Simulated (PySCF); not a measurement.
**A thermochemical cycle for SnCl**

PBE0 in PySCF with def2-TZVPPD on every atom (core potentials on Sn), for the lowest determinant that a PBE0 search found; no spin–orbit coupling. SnCl, a doublet (π ↑), has De = 3.96 eV to neutral atoms, and SnCl⁺, a singlet (closed shell), has De = 4.23 eV to Sn⁺ + Cl.

At the same level the Sn atom ionises at 7.30 eV.

Question: What is the adiabatic ionisation energy of the molecule, and does ionisation strengthen or weaken the bond?

Answer: IE = IE(Sn) + De(neutral) − De(ion) = 7.30 + 3.96 − 4.23 = 7.03 eV. De changes by +0.27 eV, so ionisation strengthens the bond.

These are scalar-relativistic numbers at best; spin–orbit coupling would shift them, the dissociation energy most. For an ion De counts to the pair picked by the measured ionisation energies or electron affinities, which need not be the lowest pair at this level. States were picked by a PBE0 search and need not be the measured ground states.
